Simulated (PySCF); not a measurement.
**Löwdin shares of the frontier orbitals**

Compound: selenoformaldehyde, CH₂Se.
Z-matrix (Å and degrees, PBE0-D3(BJ)/def2-SVP geometry), rows numbered from 1:
```
C 
Se  1  1.7418
H   1  1.0985  2  122.07
H   1  1.0984  2  122.03  3  -179.95
```

Theory: TDDFT CAM-B3LYP/def2-SVPD, vertical, gas phase, core orbitals frozen in the response in PySCF 2.14.0, density-fitted response routines. Relativistic effects, spin–orbit coupling among them, are left out although an element past zinc is present.

Frontier orbitals with the atoms that hold most of them (Löwdin shares over 4%, at most four atoms; ? is withheld):

| orbital | ε (eV) | atoms |
| --- | --- | --- |
| LUMO+2 | 1.51 | Se2 84%, C1 12% |
| LUMO+1 | 1.05 | Se2 74%, C1 11%, H3 8%, H4 8% |
| LUMO | -1.70 | ? |
| HOMO | -7.75 | ? |
| HOMO-1 | -9.90 | Se2 52%, C1 40% |
| HOMO-2 | -12.21 | Se2 60%, C1 32% |
| HOMO-3 | -14.43 | C1 52%, H3 20%, H4 20%, Se2 9% |

Task: Give the leading atoms of the HOMO.

Result: Se2 (bonded to C) 79%; C1 (bonded to Se and 2 H) 16%.

Task: Which atoms hold the LUMO, and with what shares?

Result: Se2 (bonded to C) 48%; C1 (bonded to Se and 2 H) 43%; H3 (bonded to C) 4%; H4 (bonded to C) 4%. By element: selenium 48%, carbon 43%, hydrogen 9%.

Task: The HOMO–LUMO gap is 6.05 eV. Where does the response calculation put the lowest singlet, and from which orbitals?

Result: S1 is at 1.85 eV (f = 0.0000), 4.20 eV below the gap, made of HOMO→LUMO (100%). 

Task: One configuration dominates each of S1, S2, S3, S5 and S8. Which, and how do the shares of the two leading atoms of either orbital change from the occupied to the empty one?

Result: 
- S1 (1.85 eV, f 0.0000), HOMO→LUMO (100%): Se2 79% → 48%, C1 16% → 43%
- S2 (5.63 eV, f 0.193), HOMO-1→LUMO (94%): Se2 52% → 48%, C1 40% → 43%
- S3 (5.73 eV, f 0.0064), HOMO→LUMO+1 (93%): Se2 79% → 74%, C1 16% → 11%
- S5 (6.14 eV, f 0.0040), HOMO-2→LUMO (98%): Se2 60% → 48%, C1 32% → 43%
- S8 (7.77 eV, f 0.050), HOMO-1→LUMO+1 (90%): Se2 52% → 74%, C1 40% → 11%

Löwdin shares depend on the basis, the more so with diffuse functions.

On one thread, Arm Neoverse V1, no GPU (shared host), this took 7.1 s wall.
